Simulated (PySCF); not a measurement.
PySCF job for 3-phenylpyridine (C11H9N), SMILES c1ncc(-c2ccccc2)cc1, TDA-PBE0/def2-SVP. The structure is a stationary point at PBE0-D3(BJ)/def2-SVP. The values are those of a single conformer.

```python
import numpy as np
from pyscf import gto, scf, dft, tdscf

mol = gto.M(
    atom='''
    C     3.53005683    0.20890999    0.15519142
    C     2.91627241   -0.99721251   -0.18016100
    C     1.52828694   -1.08407054   -0.23901627
    C     0.72559180    0.03259648    0.03737061
    C    -0.74738009   -0.06037325   -0.02598541
    C    -1.43889837   -1.19928387    0.40472725
    C    -2.82617840   -1.22850543    0.32127130
    C    -3.48623045   -0.11092935   -0.18846542
    N    -2.84889807    0.97832040   -0.60896843
    C    -1.52412819    0.99563186   -0.53099240
    C     1.35599711    1.23958653    0.37451879
    C     2.74427667    1.32664682    0.43193293
    H     4.61939246    0.27747730    0.20097370
    H     3.52383787   -1.87667564   -0.40657977
    H     1.05722785   -2.02671380   -0.52806856
    H    -0.89023984   -2.04663444    0.82376441
    H    -3.39193316   -2.10012129    0.65719469
    H    -4.58000416   -0.09752812   -0.25908178
    H    -1.02632015    1.89591566   -0.91040309
    H     0.74847789    2.11406809    0.61875036
    H     3.21584997    2.27398945    0.70387835
    ''',
    basis='def2-SVP',
    charge=0,
    spin=0,
    max_memory=1600,
    verbose=4,
)
mf = dft.RKS(mol, xc='pbe0').density_fit(auxbasis='def2-universal-jkfit')
mf.grids.level = 3
mf.conv_tol = 1e-9
mf.max_cycle = 100
mf.kernel()
mf.grids = dft.Grids(mol).set(level=1).build(with_non0tab=True)  # coarser grid for the response kernel
td = tdscf.TDA(mf)
td.singlet = True
td.nstates = 6
td.conv_tol = 1e-4
td.positive_eig_threshold = 1e-6
td.kernel(x0=td.get_init_guess(mf, 11))
td.analyze()
tt = tdscf.TDA(mf)
tt.singlet = False
tt.nstates = 2
tt.conv_tol = 1e-4
tt.positive_eig_threshold = 1e-6
tt.kernel(x0=tt.get_init_guess(mf, 7))
tt.analyze(verbose=3)
```

Program output:

```
PySCF version 2.14.0

[INPUT] verbose = 4
[INPUT] num. atoms = 21
[INPUT] num. electrons = 82
[INPUT] charge = 0
[INPUT] spin (= nelec alpha-beta = 2S) = 0
[INPUT] symmetry False subgroup None
[INPUT] Mole.unit = angstrom
[INPUT] Symbol           X                Y                Z      unit          X                Y                Z       unit  Magmom
[INPUT]  1 C      3.530056830000   0.208909990000   0.155191420000 AA    6.670840612850   0.394782665786   0.293269280682 Bohr   0.0
[INPUT]  2 C      2.916272410000  -0.997212510000  -0.180161000000 AA    5.510956159525  -1.884458531890  -0.340454948328 Bohr   0.0
[INPUT]  3 C      1.528286940000  -1.084070540000  -0.239016270000 AA    2.888043756350  -2.048596420309  -0.451675289615 Bohr   0.0
[INPUT]  4 C      0.725591800000   0.032596480000   0.037370610000 AA    1.371169780230   0.061598419825   0.070620218008 Bohr   0.0
[INPUT]  5 C     -0.747380090000  -0.060373250000  -0.025985410000 AA   -1.412343681053  -0.114088907750  -0.049105308135 Bohr   0.0
[INPUT]  6 C     -1.438898370000  -1.199283870000   0.404727250000 AA   -2.719123840383  -2.266318059908   0.764823657648 Bohr   0.0
[INPUT]  7 C     -2.826178400000  -1.228505430000   0.321271300000 AA   -5.340703155161  -2.321538805241   0.607114768683 Bohr   0.0
[INPUT]  8 C     -3.486230450000  -0.110929350000  -0.188465420000 AA   -6.588020757619  -0.209626090676  -0.356148027751 Bohr   0.0
[INPUT]  9 N     -2.848898070000   0.978320400000  -0.608968430000 AA   -5.383637109102   1.848757618075  -1.150783551206 Bohr   0.0
[INPUT] 10 C     -1.524128190000   0.995631860000  -0.530992400000 AA   -2.880184857829   1.881471536291  -1.003430210226 Bohr   0.0
[INPUT] 11 C      1.355997110000   1.239586530000   0.374518790000 AA    2.562463163602   2.342479049400   0.707737941603 Bohr   0.0
[INPUT] 12 C      2.744276670000   1.326646820000   0.431932930000 AA    5.185931316333   2.506999153825   0.816234941881 Bohr   0.0
[INPUT] 13 H      4.619392460000   0.277477300000   0.200973700000 AA    8.729386611281   0.524356102784   0.379785251241 Bohr   0.0
[INPUT] 14 H      3.523837870000  -1.876675640000  -0.406579770000 AA    6.659088481671  -3.546402984243  -0.768324413089 Bohr   0.0
[INPUT] 15 H      1.057227850000  -2.026713800000  -0.528068560000 AA    1.997871087763  -3.829934014877  -0.997904953393 Bohr   0.0
[INPUT] 16 H     -0.890239840000  -2.046634440000   0.823764410000 AA   -1.682309482777  -3.867578568703   1.556689126064 Bohr   0.0
[INPUT] 17 H     -3.391933160000  -2.100121290000   0.657194690000 AA   -6.409824705231  -3.968654066468   1.241917974618 Bohr   0.0
[INPUT] 18 H     -4.580004160000  -0.097528120000  -0.259081780000 AA   -8.654953511769  -0.184301436244  -0.489593608065 Bohr   0.0
[INPUT] 19 H     -1.026320150000   1.895915660000  -0.910403090000 AA   -1.939463999623   3.582761352674  -1.720412503058 Bohr   0.0
[INPUT] 20 H      0.748477890000   2.114068090000   0.618750360000 AA    1.414418222392   3.995009698782   1.169268719876 Bohr   0.0
[INPUT] 21 H      3.215849970000   2.273989450000   0.703878350000 AA    6.077075700991   4.297217270650   1.330137306511 Bohr   0.0

nuclear repulsion = 603.434468225191
number of shells = 99
number of NR pGTOs = 351
number of NR cGTOs = 213
basis = def2-SVP
ecp = {}


[settings echo left out]
init E= -480.461113625305
  HOMO = -0.277479663114205  LUMO = -0.113595342719539  gap/eV = 4.45952
cycle= 1 E= -478.393896796973  delta_E= 2.07  |g|= 0.366  |ddm|= 5.67
  HOMO = -0.210427908906948  LUMO = -0.0151017486991627  gap/eV = 5.31510
cycle= 2 E= -478.394176536219  delta_E= -0.00028  |g|= 0.397  |ddm|=  1.1
  HOMO = -0.24590679679774  LUMO = -0.0376003387478701  gap/eV = 5.66831
cycle= 3 E= -478.431732186426  delta_E= -0.0376  |g|= 0.0917  |ddm|= 0.52
  HOMO = -0.253504813547734  LUMO = -0.0448105584841301  gap/eV = 5.67886
cycle= 4 E= -478.4331500392  delta_E= -0.00142  |g|= 0.0487  |ddm|= 0.151
  HOMO = -0.250990965089204  LUMO = -0.0422436888562499  gap/eV = 5.68030
cycle= 5 E= -478.433759719568  delta_E= -0.00061  |g|= 0.0137  |ddm|= 0.079
  HOMO = -0.250676462903483  LUMO = -0.0419031640453369  gap/eV = 5.68101
cycle= 6 E= -478.433809896024  delta_E= -5.02e-05  |g|= 0.00345  |ddm|= 0.0188
  HOMO = -0.250717947482387  LUMO = -0.0418865217305533  gap/eV = 5.68259
cycle= 7 E= -478.433812554523  delta_E= -2.66e-06  |g|= 0.000966  |ddm|= 0.00478
  HOMO = -0.250753312085558  LUMO = -0.0419241175522442  gap/eV = 5.68253
cycle= 8 E= -478.433812796098  delta_E= -2.42e-07  |g|= 0.000241  |ddm|= 0.0014
  HOMO = -0.250744467568982  LUMO = -0.0419180858171546  gap/eV = 5.68246
cycle= 9 E= -478.433812809781  delta_E= -1.37e-08  |g|= 0.000108  |ddm|= 0.000364
  HOMO = -0.250745008352947  LUMO = -0.041915142646749  gap/eV = 5.68255
cycle= 10 E= -478.433812812897  delta_E= -3.12e-09  |g|= 2.32e-05  |ddm|= 0.000149
  HOMO = -0.250744924270521  LUMO = -0.0419150565141084  gap/eV = 5.68255
cycle= 11 E= -478.433812812988  delta_E= -9.09e-11  |g|= 1.47e-05  |ddm|= 4.83e-05
  HOMO = -0.250744598789144  LUMO = -0.0419145350608843  gap/eV = 5.68256
Extra cycle  E= -478.433812812866  delta_E= 1.21e-10  |g|= 2.52e-05  |ddm|= 4.83e-05
converged SCF energy = -478.433812812866
tot grids = 84352
Overwritten attributes  positive_eig_threshold  of <class 'pyscf.tdscf.rks.TDA'>


******** <class 'pyscf.tdscf.rks.TDA'> for <class 'pyscf.df.df_jk.DFRKS'> ********
nstates = 6 singlet
deg_eia_thresh = 1.000e-03
wfnsym = None
conv_tol = 0.0001
eigh lindep = 1e-12
eigh level_shift = 0
eigh max_cycle = 100


Excitation energies (eV)
[4.69137731 4.8934292  5.1176695  5.18988843 5.36882301 5.9475714 ]

** Singlet excitation energies and oscillator strengths **
Excited State   1:      4.69138 eV    264.28 nm  f=0.0207
      40 -> 42        0.63135
      40 -> 45       -0.15770
      41 -> 42        0.24646
Excited State   2:      4.89343 eV    253.37 nm  f=0.0029
      40 -> 43        0.61427
      41 -> 43        0.30698
Excited State   3:      5.11767 eV    242.27 nm  f=0.0565
      38 -> 42       -0.10083
      39 -> 42        0.39432
      40 -> 42       -0.12018
      40 -> 43        0.17911
      41 -> 42        0.23107
      41 -> 43       -0.28667
      41 -> 44        0.34940
Excited State   4:      5.18989 eV    238.90 nm  f=0.1922
      38 -> 42       -0.14573
      39 -> 42       -0.31505
      40 -> 42       -0.15327
      40 -> 43        0.16038
      41 -> 42        0.40033
      41 -> 43       -0.22268
      41 -> 44       -0.29043
Excited State   5:      5.36882 eV    230.93 nm  f=0.3201
      38 -> 42       -0.21828
      40 -> 42        0.15462
      40 -> 43        0.18433
      41 -> 42       -0.43613
      41 -> 43       -0.39793
Excited State   6:      5.94757 eV    208.46 nm  f=0.0130
      39 -> 42        0.26026
      39 -> 43       -0.60943
      41 -> 44       -0.18483

** Transition electric dipole moments (AU) **
state          X           Y           Z        Dip. S.      Osc.
  1         0.4007      0.0626      0.1258      0.1803      0.0207
  2        -0.0005     -0.1138     -0.1068      0.0244      0.0029
  3         0.6532      0.1498     -0.0410      0.4508      0.0565
  4         1.2208      0.1337     -0.0552      1.5114      0.1922
  5        -1.5498      0.0452     -0.1723      2.4336      0.3201
  6         0.1896      0.2106      0.0945      0.0893      0.0130

** Transition velocity dipole moments (imaginary part, AU) **
state          X           Y           Z        Dip. S.      Osc.
  1         0.0248      0.0042     -0.0002      0.0006      0.0024
  2         0.0024      0.0103     -0.0037      0.0001      0.0005
  3         0.0434     -0.0069      0.0071      0.0020      0.0070
  4         0.0869     -0.0075      0.0089      0.0077      0.0268
  5        -0.1395     -0.0229      0.0014      0.0200      0.0675
  6         0.0179     -0.0068     -0.0029      0.0004      0.0011

** Transition magnetic dipole moments (imaginary part, AU) **
state          X           Y           Z
  1        -0.3118     -0.2425      0.1223
  2         0.4245      0.2143     -0.1218
  3         0.1337      0.0577      0.2276
  4         0.1756      0.0797      0.0525
  5        -0.0866      0.0150      0.1508
  6         0.0549     -0.0173     -0.2327


******** <class 'pyscf.tdscf.rks.TDA'> for <class 'pyscf.df.df_jk.DFRKS'> ********
nstates = 2 triplet
deg_eia_thresh = 1.000e-03
wfnsym = None
conv_tol = 0.0001
eigh lindep = 1e-12
eigh level_shift = 0
eigh max_cycle = 100


Excitation energies (eV)
[3.59174717 4.03481717]

** Triplet excitation energies and oscillator strengths **
Excited State   1:      3.59175 eV    345.19 nm  f=0.0000
Excited State   2:      4.03482 eV    307.29 nm  f=0.0000
```

The run converged.

Cost: roughly 9 core-minutes.
